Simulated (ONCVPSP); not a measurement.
## Transferability test, ONCV potential for magnesium

magnesium, optimised norm-conserving Vanderbilt (ONCV), made with ONCVPSP 4.0.1 (PBE, scalar-relativistic). Core [He], reference 2s2 2p6 3s1 3p1. Waves: 2s+3s: rc 1.45 bohr, ncon 3, nbas 6, qcut 10 1/bohr, 2 projectors; 2p+3p: rc 1.15 bohr, ncon 4, nbas 9, qcut 13.8 1/bohr, 2 projectors; d scattering state at 0.04 Ha: rc 1.30 bohr, ncon 3, nbas 6, qcut 7.6 1/bohr, 2 projectors, debl 0.6 Ha. Local part: polynomial inside 1.10 bohr (lpopt 1, dvloc0 0 Ha). Core correction: none.

Energies are relative to the spin-unpolarised reference configuration 2s2 2p6 3s1 3p1; without spin polarisation the order of configurations can differ from experiment.

| valence configuration | charge | ΔE all-electron (eV) | error AE − PS (meV) |
| --- | --- | --- | --- |
| 2s2 2p6 3s2 3p0 | 0 | -3.491 | +0.1 |
| 2s2 2p6 3s0 3p2 | 0 | 3.692 | 0.0 |

Q: What are ΔE and the potential's error for 2s2 2p6 3s0 3p0?

A: ΔE = 19.494 eV all-electron; the error (AE − PS) is -0.7 meV.

Q: What are ΔE and the potential's error for 2s2 2p6 3s1 3p0?

A: ΔE = 4.469 eV all-electron; the error (AE − PS) is +0.1 meV.
